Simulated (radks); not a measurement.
Results of a calculation; reference values are marked as such.
Effect of the nuclear size on the gold ion Au34+, [Kr] 4d9. Level of theory: Dirac Kohn-Sham, LDA (Slater exchange, Perdew-Wang correlation), spin-unpolarised, spherical densities, finite nucleus; open shells fill j = l - 1/2 first; Fermi nuclear charge, rms radius 5.4371 fm (a radial shooting solver on a logarithmic mesh with Libxc functionals). The rms radius is varied about that value; shifts are against it.

rms radius (fm)  total energy shift (eV)  density at nucleus (e/bohr^3)  1s1/2 shift (meV)  2s1/2 shift (meV)  4s1/2 shift (meV)  4p1/2 shift (meV)  4d5/2 shift (meV)  5s1/2 (empty) shift (meV)  5p1/2 (empty) shift (meV)
4.8445                             -19.9                      2.235e+06              -7980              -1180              -80.0              -1.96               3.33                      -31.0                     -0.940
5.2251                             -7.28                      2.169e+06              -2920               -431              -29.2             -0.718               1.22                      -11.3                     -0.344
5.4371                                 0                      2.134e+06              0.000              0.000              0.000              0.000              0.000                      0.000                      0.000
5.8775                              15.7                      2.069e+06               6290                927               63.0               1.55              -2.63                       24.4                      0.744
6.182                               26.9                      2.027e+06              10800               1590                108               2.67              -4.51                       41.9                       1.28

Slopes of the eigenvalues against <r^2> in GHz/fm^2, as finite differences over the two radii next to the reference (eigenvalue slopes, not the field-shift constants of lines): 1s1/2 307000, 2s1/2 45300, 4s1/2 3080, 4p1/2 75.8, 4d5/2 -128, 5s1/2 (empty) 1190, 5p1/2 (empty) 36.3.
